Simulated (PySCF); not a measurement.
Match the calculated data to a structure.

All candidates are C2H10N2Si2.

- NMR, other nuclei: isotropic shieldings of nuclei other than C and H, by class: -178 (1 N), 239 (1 N), 373 (1 Si), 466 (1 Si) ppm [GIAO PBE0/pcSseg-1]
- Dipole: 2.49 D [CAM-B3LYP/def2-SVPD]
- UV, first state: lowest singlet excitation: 3.96 eV (313 nm, f = 0.000) [TDDFT CAM-B3LYP/def2-SVPD]
- 13C NMR: chemical shifts (computed TMS as zero) by class: 166.1 (1 C), 0.2 (1 C) ppm [GIAO PBE0/pcSseg-1]
- Rotational structure: rotational constants A, B, C: 2.356, 1.688, 1.408 GHz [GFN2-xTB]
- UV, strongest line: among the 8 lowest singlet transitions: S6 at 7.01 eV (177 nm, f = 0.157) [TDDFT CAM-B3LYP/def2-SVPD]
- Triplet: lowest triplet excitation (Tamm–Dancoff): 3.38 eV [TDA CAM-B3LYP/def2-SVPD]
- Polarisability: 96.3 au [CAM-B3LYP/def2-SVPD]

Gas-phase values; electronic properties from PySCF, density fitting. Levels stand in brackets. Geometry: GFN2-xTB, one conformer, isolated molecule. NMR values are class means; diastereotopic atoms form classes of their own.

Task: Which candidate is it?
A. `C=N[Si@](C)(N)[SiH3]`
B. `C=N[SiH2]N(C)[SiH3]`
C. `[SiH3]/N=C/CN[SiH3]`
D. `C[Si@@H]1NC[SiH2]N1`
E. `C=N[Si@H](N)C[SiH3]`

Result: A. It is `C=N[Si@](C)(N)[SiH3]`. Numbering: `[CH2:1]=[N:2][Si@:3]([CH3:4])([NH2:5])[SiH3:6]`. Its formula, C2H10N2Si2, gives 1 degree of unsaturation: 0 rings and 1 π bond in the structure found. 2 carbons fall into 2 classes; from least to most shielded: C=N carbon [C1] (166.1 ppm), Si-methyl carbon [C4] (0.2 ppm). The other shieldings belong to: -178 ppm, C=N nitrogen [N2]; 239 ppm, silicon-bound nitrogen [N5]; 373 ppm, four-coordinate silicon [Si3]; 466 ppm, SiH3 silicon [Si6]. The optimised geometry has point group C1 and is an asymmetric top.

The others, at the same levels:
- `C[Si@@H]1NC[SiH2]N1` fails: its computed 13C shifts are 28.1 (1 C), 2.7 (1 C) ppm, lowest singlet excitation is 5.96 eV (208 nm, f = 0.002) (against 3.96 eV) and lowest triplet excitation (Tamm–Dancoff) is 5.70 eV (against 3.38 eV).
- `C=N[Si@H](N)C[SiH3]` fails: its computed strongest line among the 8 lowest singlet transitions is S7 at 7.43 eV (167 nm, f = 0.174) (against S6 at 7.01 eV), static isotropic polarisability is 92.3 au (against 96.3 au) and rotational constant A is 2.828 GHz (against 2.356 GHz).
- `C=N[SiH2]N(C)[SiH3]` fails: its computed 13C shifts are 173.9 (1 C), 34.1 (1 C) ppm, static isotropic polarisability is 90.9 au (against 96.3 au) and rotational constant A is 3.503 GHz (against 2.356 GHz).
- `[SiH3]/N=C/CN[SiH3]` fails: its computed 13C shifts are 182.3 (1 C), 59.0 (1 C) ppm, rotational constant A is 4.093 GHz (against 2.356 GHz) and smallest rotational constant is 0.923 GHz (against 1.408 GHz).

Each candidate is one conformer, not necessarily the lowest. Dipoles, sizes and rotational constants follow the conformer. The torsions of the flexible species, by atom-mapped SMILES:
- `[CH2:1]=[N:2][Si@:3]([CH3:4])([NH2:5])[SiH3:6]`: C1–N2–Si3–C4 125°, H–N5–Si3–N2 -70°, H–N5–Si3–N2 77°
- `[CH2:1]=[N:2][Si@H:3]([NH2:4])[CH2:5][SiH3:6]`: C1–N2–Si3–N4 -130°, N2–Si3–C5–Si6 -74°, H–N4–Si3–N2 -73°, H–N4–Si3–N2 62°
- `[CH2:1]=[N:2][SiH2:3][N:4]([CH3:5])[SiH3:6]`: C1–N2–Si3–N4 134°, N2–Si3–N4–C5 163°
- `[SiH3:1]/[N:2]=[CH:3]/[CH2:4][NH:5][SiH3:6]`: N2–C3–C4–N5 0°, C3–C4–N5–Si6 78°

The conformers of `C[Si@@H]1NC[SiH2]N1` aren't listed.
